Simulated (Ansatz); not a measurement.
Reaction (substitution at a C–Ga bond): `B[CH2][GaH][CH3]` + `O[SiH2][AlH2]` → `BCO[SiH2][AlH2]` + `[CH3][GaH2]`

Calculated with Ansatz (gas phase, PBE0-D4/def2-TZVP geometries, no zero-point term in ΔE). CCSD(T)/CBS is the MP2 limit (def2-TZVPP, def2-QZVPP) plus CCSD(T) − MP2 in def2-TZVPP, frozen cores. DFT in def2-TZVPP. B3LYP here is the variant with VWN-RPA as its local correlation; programs differ in this. For Ga outer-core shells are correlated without core-valence functions, which leaves a few kJ/mol of doubt a bond. Scalar relativity is left out up to krypton. One conformer a species, not always the lowest.

Q: Is it downhill or uphill in electronic energy at CCSD(T)/CBS, and by how much? (Estimate.)

A: Ansatz gave: Uphill: ΔE = +139.5 kJ/mol.

Q: What do these levels give: r2SCAN, PBE0, B3LYP, CCSD/def2-TZVPP, HF/CBS(def2), CCSD/CBS(def2)? (Estimate.)

A: Ansatz gave: r2SCAN 131.8, PBE0 131.5, B3LYP 124.9, CCSD/def2-TZVPP 133.4, HF/CBS(def2) 110.0, CCSD/CBS(def2) 136.7 kJ/mol.

Largest T1 diagnostic among the species: 0.012.

In def2-TZVPP, CCSD(T) changes the Hartree–Fock value by +24.9 kJ/mol (the triples alone add +2.8 kJ/mol) and MP2 by +36.1 kJ/mol.
